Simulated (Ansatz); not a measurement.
`CC(C)[CH2][Sn]([Cl])([Cl])[Cl]` + H₂ → `[CH3][Sn]([Cl])([Cl])[Cl]` + propane  (hydrogenolysis of a C–C bond)

Isolated molecules relaxed with PBE0-D4/def2-TZVP in Ansatz; ΔE leaves out vibrations. CCSD(T)/CBS is the MP2 limit (def2-TZVPP, def2-QZVPP) plus CCSD(T) − MP2 in def2-TZVPP, frozen cores. This one scheme is used for every species. Functionals use def2-TZVPP. B3LYP here is the variant with VWN-RPA as its local correlation; programs differ in this. HSE06 is defined as in plane-wave codes. def2 core potentials past Kr. For Sn outer-core shells are correlated without core-valence functions, which leaves a few kJ/mol of doubt a bond. One conformer a species, not always the lowest.

| level | ΔE (kJ/mol) | difference from CCSD(T)/CBS |
| --- | --- | --- |
| r2SCAN-D4 | -55.5 | -5.2 |
| PBE0-D4 | -57.0 | -6.7 |
| B3LYP-D4 | -57.5 | -7.2 |
| HSE06-D4 | -57.5 | -7.2 |
| BHLYP-D4 | -62.7 | -12.4 |
| CAM-B3LYP-D4 | -61.8 | -11.5 |
| ωB97M-V | -55.8 | -5.5 |
| PBE | -67.3 | -17.0 |
| BLYP | -81.1 | -30.8 |
| r2SCAN | -60.5 | -10.2 |
| BHLYP | -82.0 | -31.7 |
| MP2/def2-SVP | -44.9 | 5.4 |
| SCS-MP2/def2-QZVPP | -52.6 | -2.3 |
| HF/CBS(def2) | -95.8 | -45.5 |
| MP2/CBS(def2) | -42.1 | 8.2 |
| CCSD/CBS(def2) | -58.3 | -8.0 |
| CCSD(T)/CBS | -50.3 | 0 |

Largest T1 diagnostic among the species: 0.010.

From r2SCAN to r2SCAN0 (25 % exact exchange), in def2-TZVPP and without D4, ΔE moves by −4.2 kJ/mol. Leaving LDA and LC-ωPBE aside and taking each functional with its dispersion term where it has one, the values, not all of them listed here, spread over 22.0 kJ/mol, from B2PLYP to revPBE-D4. LDA lies +20.8 kJ/mol from PBE without D4. In def2-TZVPP, CCSD(T) changes the Hartree–Fock value by +43.2 kJ/mol (the triples alone add +8.0 kJ/mol) and MP2 by +51.4 kJ/mol.

CCSD(T)/CBS has its own doubt, a few kJ/mol and more with outer-core shells, so smaller differences from it don't rank the levels.
